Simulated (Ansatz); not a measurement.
A nudged elastic band was laid between two geometries of C3H6O2Si (12 atoms, charge 0, multiplicity 1).

Theory: Ansatz 0.2.0, RKS BLYP/6-31G*.

```yaml
movable_images: 5
climbing_image: yes
spring: 5.0 eV/Å²
optimiser: quadratic models (default)
start_path: through a guess of the saddle point
force_threshold: 0.03 eV/Å
iteration_limit: 60
end_points: relaxed
```

Image 0:

```xyz
12
Properties=species:S:1:pos:R:3
C -1.265 0.509 1.561
C -0.473 0.239 0.512
C 1.046 -0.005 0.549
O 1.451 -0.647 -0.693
Si 0.216 -0.498 -1.823
O -0.962 0.175 -0.795
H -0.848 0.556 2.569
H -2.331 0.702 1.433
H 1.329 -0.657 1.390
H 1.597 0.950 0.649
H 0.511 0.445 -2.945
H -0.193 -1.825 -2.372
```

Image 6:

```xyz
12
Properties=species:S:1:pos:R:3
C -1.295 0.553 1.806
C -0.595 0.182 0.541
C 0.141 0.919 1.335
O 1.672 -1.621 -1.465
Si 0.433 -0.556 -1.812
O -0.781 -0.506 -0.611
H -2.085 1.324 1.796
H -1.435 -0.197 2.603
H 1.045 1.461 1.597
H 2.295 -1.345 -0.763
H 0.933 0.843 -1.992
H -0.252 -1.111 -3.002
```

(1) What changes between the two ends?

(2) What energy profile does the band end with?

(3) What is the geometry of the highest image?

The band took 42 iterations and about 5 core-minutes.

Answers

(1) Bonds broken: C3–O4, C3–H10. Bonds formed: C1–C3, O4–H10.

(2) The run converged. The highest image is number 4 of 0 to 6, 68.8 kcal/mol above the first end and 28.3 kcal/mol above the last; the last end lies 40.5 kcal/mol above the first. Neighbouring images differ by up to 1.8 eV, so the band resolves the path poorly. A vibrational analysis at the climbing image gives one clearly imaginary mode, 417i cm⁻¹: a first-order saddle point. The orbitals stay closed-shell, which can raise the energy where a bond breaks towards radicals; this wasn't checked here.

```tsv
image	path coordinate (Å)	energy (kcal/mol)	C3–O4 (Å)	C3–H10 (Å)	C1–C3 (Å)
0	0.00	0.0	1.46	1.11	2.57
1	1.23	19.8	1.61	1.08	2.57
2	2.46	60.4	2.60	1.13	2.36
3	3.68	63.1	3.00	2.35	2.18
4	4.91	68.8	2.84	1.99	2.48
5	6.86	42.5	3.47	2.92	1.56
6	8.81	40.5	4.08	3.76	1.56
```

(3) 
```xyz
12
Properties=species:S:1:pos:R:3
C -1.431 0.507 1.587
C -0.420 0.205 0.690
C 0.975 0.384 1.017
O 1.822 -1.085 -1.256
Si 0.368 -0.524 -1.815
O -0.770 -0.309 -0.531
H -1.187 0.910 2.570
H -2.489 0.349 1.347
H 1.048 0.804 2.041
H 1.994 -0.561 -0.407
H 0.438 0.802 -2.510
H -0.269 -1.538 -2.699
```

Time of the run: 2.8 min on 2 threads of AMD EPYC 9R45 96-Core Processor (Zen 5) (shared host), peak memory 0.24 GiB.
